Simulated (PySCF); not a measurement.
**A survey of ³³S NMR shifts**

- geometry: GFN2-xTB
- PBE0/pcSseg-1 with gauge-including orbitals
- code: PySCF
- isolated molecule, rapidly exchanging positions averaged, non-relativistic, one computed conformer

Shieldings were converted by a linear fit to measured shifts: ³³S: δ = 158.28 − 0.937σ (rms 33.3 ppm, 20 shifts vs sulfate, solution or neat liquid). Occasional misses reach two or three times the rms, and more in compound classes unlike the fitted ones.

**Question.** Give the ³³S shifts of `ClC1=CC=CC[SiH2]S1`, `C=C(C)S[SiH2]C1CC1`, `CSC1=CC=C[Si@H]1Cl`, `CSC1=CC=C[Si@H]1Cl`, `CC(C)O[C@@H]1CO[SiH2]S1`.

**Answer.** 
```json
{"compound": "ClC1=CC=CC[SiH2]S1", "environment": "sulfur bonded to C, Si, in a 7-membered ring", "δ (ppm)": "-337"}
{"compound": "C=C(C)S[SiH2]C1CC1", "environment": "sulfur bonded to C, Si", "δ (ppm)": "-407"}
{"compound": "CSC1=CC=C[Si@H]1Cl", "environment": "sulfide sulfur", "δ (ppm)": "-272"}
{"compound": "CSC1=CC=C[Si@H]1Cl", "environment": "sulfide sulfur", "δ (ppm)": "-272"}
{"compound": "CC(C)O[C@@H]1CO[SiH2]S1", "environment": "sulfur bonded to C, Si, in a 5-membered ring", "δ (ppm)": "-429"}
```

**Question.** Match the shifts -80, -265, -371, -413, -474 ppm to `C#C[Si@H](Cl)S/C=C\C`, `C=C(C)/C(C)=C\S[SiH3]`, `[SiH3]Cc1ccc(Cl)s1`, `C1CS[SiH2]O1`, `CSC1=CC=C(Cl)[SiH2]1`.

**Answer.** -80: [SiH3]Cc1ccc(Cl)s1 (aromatic ring sulfur); -265: CSC1=CC=C(Cl)[SiH2]1 (sulfide sulfur); -371: C#C[Si@H](Cl)S/C=C\C (sulfur bonded to C, Si); -413: C=C(C)/C(C)=C\S[SiH3] (sulfur bonded to C, Si); -474: C1CS[SiH2]O1 (sulfur bonded to C, Si, in a 5-membered ring).
